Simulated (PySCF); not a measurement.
## Basis and Hamiltonian dependence of the excitation energy of B⁺

B⁺ [He] 2s2 (1S) → B⁺ [He] 2s1 3s1 (3S). All values are computed (PySCF 2.14, energy differences of UHF-based or UKS calculations, no spin-orbit coupling). Values in eV.

```tsv
basis	Hamiltonian	functions	UHF	PBE	PBE0	MP2 (valence)	CCSD(T) (valence)	CCSD(T) (valence and next inner shell)
aug-cc-pVDZ-DK	spin-free X2C	23	14.848	15.652	15.656	15.659	16.238	n/a
aug-cc-pVDZ	non-relativistic	23	14.843	15.647	15.652	15.655	16.234	n/a
aug-cc-pwCVDZ	non-relativistic	27	14.692	15.474	15.484	15.535	16.102	16.102
x2c-TZVPPall with one added diffuse shell each of s, p, d type	spin-free X2C	40	14.628	15.360	15.377	15.508	16.024	16.019
aug-cc-pVTZ	non-relativistic	46	14.707	15.465	15.482	15.599	16.115	n/a
aug-cc-pVTZ-DK	spin-free X2C	46	14.711	15.470	15.486	15.604	16.119	n/a
dyall-av3z	non-relativistic	71	14.631	15.362	15.380	15.562	16.061	n/a
dyall-av3z	spin-free X2C	71	14.636	15.367	15.384	15.566	16.065	n/a
aug-cc-pCVTZ-DK with one added diffuse shell each of s, p, d, f type	spin-free X2C	75	14.646	15.397	15.412	15.556	16.061	16.078
dyall-acv3z	spin-free X2C	76	14.636	15.367	15.384	15.566	16.065	16.084
dyall-acv3z	non-relativistic	76	14.631	15.362	15.380	15.562	16.061	16.080
aug-cc-pVQZ-DK	spin-free X2C	80	14.636	15.367	15.385	15.578	16.065	n/a
aug-cc-pVQZ	non-relativistic	80	14.631	15.363	15.381	15.574	16.061	n/a
aug-cc-pVQZ with one added diffuse shell each of s, p, d, f, g type	non-relativistic	105	14.628	15.359	15.377	15.570	n/a	n/a
```

Frozen in the all-electron rows: valence: 1s2; valence and next inner shell: nothing.

Reference for a calculation without spin-orbit coupling: 16.090 eV (measured, between term centres; NIST).
